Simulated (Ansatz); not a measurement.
CH4BrGaO2, SMILES `C[O][Ga]([OH])[Br]`. Total charge 0; spin multiplicity 1. Correlated methods include outer-core shells of Br, Ga, which these sets cover unevenly. Scalar relativity is left out up to krypton.

| atom | x (Å) | y (Å) | z (Å) |
| --- | --- | --- | --- |
| C1 | -0.3278 | 1.1912 | 1.0081 |
| O2 | -0.5107 | -0.1154 | 0.5119 |
| Ga3 | 0.3774 | -0.7990 | -0.8539 |
| O4 | 0.0323 | -2.4587 | -1.3553 |
| Br5 | 1.9390 | 0.4100 | -1.9624 |
| H6 | -1.2753 | 1.7364 | 0.9574 |
| H7 | -0.0134 | 1.1437 | 2.0553 |
| H8 | 0.4246 | 1.7610 | 0.4511 |
| H9 | -0.6461 | -2.8692 | -0.8121 |

Question: Give the diagnostics of a CCSD(T)/def2-TZVPP run (frozen core, Ansatz). (Estimate.)

Answer: The calculation gave: T1 = 0.0124, largest single amplitude 0.034, largest double 0.021, (T) share of the correlation energy 3.7 %, 10 CCSD cycles. The RHF solution is stable towards an unrestricted one. T1 lies under the customary mark of 0.02 for closed shells.
